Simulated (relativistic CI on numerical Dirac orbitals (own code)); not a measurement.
**W²⁺: 5d valence photoemission**

Computed with this model: Dirac-Coulomb-Breit CI, orbitals from a KLI potential per configuration, model QED (radiative potential, 1s self-energy scaled to tabulated hydrogen-like ionisation energies), valence Slater integrals scaled by 0.7, multiplet model of photoemission in the sudden approximation; configurations [Xe] 4f14 5d4 → [Xe] 4f14 5d3; 80 K; Lorentzian 0.42 eV and Gaussian 0.5 eV FWHM. Energies are those of the free ion, without screening or charge transfer. The energies are binding energies and can lie tens of eV above those of solids. S is read from ⟨S²⟩ = S(S + 1).

Field parameters in Wybourne normalisation: D3d B²₀ = −7Dσ, B⁴₀ = −14Dq − 21Dτ, B⁴₃ = −14√(10/7) Dq. The field is a parameter set, without covalency.

free ion: ground-state S = 1.82, centroid 24.76 eV. Peaks (eV, height): 24.4 (100), 25.5 (34).

D3d, 10Dq = 18750, Dσ = -1200, Dτ = 390 cm⁻¹: ground-state S = 1.05, centroid 25.16 eV. Peaks (eV, height): 24.4 (93), 25.6 (100).

D3d, 10Dq = 18750, Dσ = -240, Dτ = 390 cm⁻¹: ground-state S = 1.03, centroid 25.16 eV. Peaks (eV, height): 24.4 (96), 25.5 (100).

D3d, 10Dq = 18750, Dσ = 240, Dτ = 390 cm⁻¹: ground-state S = 1.02, centroid 25.18 eV. Peaks (eV, height): 24.4 (98), 25.5 (100).

D3d, 10Dq = 18750, Dσ = 720, Dτ = 390 cm⁻¹: ground-state S = 1.01, centroid 25.20 eV. Peaks (eV, height): 24.5 (100), 25.5 (95).

D3d, 10Dq = 18750, Dσ = 1200, Dτ = 390 cm⁻¹: ground-state S = 1.01, centroid 25.22 eV. Peaks (eV, height): 24.6 (100), 25.4 (90).

Strongest unbroadened transitions for D3d, 10Dq = 18750, Dσ = -1200, Dτ = 390 cm⁻¹:

```
Energy (eV)  Relative strength
      24.33               49.8
      24.37               49.0
      25.56              100.0
      25.66                2.3
      25.68                2.6
      25.79                0.9
      26.47               10.3
      26.59                0.8
      26.61                4.8
      26.97                0.5
      27.04                0.3
      27.73                0.3
      27.76                0.4
      27.78                0.3
      28.29                0.3
      28.91                0.6
      29.11                0.4
      29.31                0.3
```
